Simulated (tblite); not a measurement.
C4H8OPSi (doublet state).
SMILES with atom numbers: `[H]/[C:1]=[C:2]1/[O:3][Si@@H:4]([PH2:5])[C@@H:6]1[CH3:7]` (hydrogens: H8 on C1; H9 on Si4; H10, H11 on P5; H12 on C6; H13, H14, H15 on C7)

The geometry is computed with GFN2-xTB (gas phase). This method treats the open shell by occupation alone, without spin polarisation.

List the bond lengths, angles and torsions at this level.

| bond | length (Å) | order |
| --- | --- | --- |
| C1=C2 | 1.281 | double |
| C2–O3 | 1.389 | single |
| O3–Si4 | 1.666 | single |
| Si4–P5 | 2.231 | single |
| Si4–C6 | 1.919 | single |
| C6–C7 | 1.512 | single |
| C2–C6 | 1.547 | single |
| C1–H8 | 1.060 | single |
| Si4–H9 | 1.467 | single |
| P5–H10, P5–H11 | 1.384 | single |
| C6–H12 | 1.091 | single |
| C7–H13, C7–H14, C7–H15 | 1.088 | single |

Bonds in one row agree within 0.01 Å and their mean is given. Orders are formal, as drawn. A selection of angles:
| angle | degrees |
| --- | --- |
| C2–C1–H8 | 139.1 |
| C1–C2–O3 | 127.6 |
| C1–C2–C6 | 130.4 |
| O3–C2–C6 | 102.0 |
| C2–O3–Si4 | 96.9 |
| O3–Si4–P5 | 110.8 |
| O3–Si4–C6 | 78.8 |
| O3–Si4–H9 | 109.3 |
| P5–Si4–C6 | 117.6 |
| P5–Si4–H9 | 119.5 |
| C6–Si4–H9 | 113.1 |
| Si4–P5–H10 | 93.9 |
| H10–P5–H11 | 92.7 |
| Si4–C6–C7 | 120.7 |
| Si4–C6–H12 | 115.8 |
| C7–C6–H12 | 110.5 |
| C2–C6–Si4 | 82.1 |
| C2–C6–C7 | 114.9 |
| C2–C6–H12 | 109.7 |
| C6–C7–H13 | 110.7 |
| C6–C7–H14 | 110.1 |
| H13–C7–H14 | 108.5 |
| H13–C7–H15 | 108.3 |

Dihedral angles: C1–C2–O3–Si4 -175° (antiperiplanar); C2–O3–Si4–P5 -119° (anticlinal); O3–Si4–C6–C7 117° (anticlinal); C1–C2–C6–Si4 176° (antiperiplanar).

O3 (oxygen bonded to C and Si) is bent (angle 96.9°). The 4-membered ring C2–O3–Si4–C6 has internal angles of 78.8° to 102.0° (sum 360°, against 360° for a flat polygon); it is almost planar, 0.02 Å rms from its mean plane, widest ring torsion 4°. P5 (phosphorus bonded to Si and 2 H) is pyramidal (angles 94.2°, 93.9° and 92.7°, sum 280.8°, 0.84 Å off the plane of its three neighbours). C2 (carbon bonded to 2 C and O) is planar (angles 130.4°, 127.6° and 102.0°, sum 360.0°, 0.00 Å off the plane of its three neighbours). Si4 (silicon bonded to C, O, P and H) has angles from 78.8° to 119.5°. C1 (carbon bonded to C and H) is bent (angle 139.1°). The C–C distances run from 1.281 Å (C1=C2, drawn double) to 1.547 Å (C2–C6, drawn single), a spread of 0.266 Å.

Point group: C1 (no symmetry element, even within 0.4 Å). Its GFN2-xTB frequencies are all real (lowest 61 cm⁻¹). Torsions: O3–Si4–P5–H -78° and -171°. 3 starts were optimised and ended at 0.00, 0.76 and 0.77 kcal/mol (GFN2-xTB); the lowest of these is shown.

One conformer stands for the species.
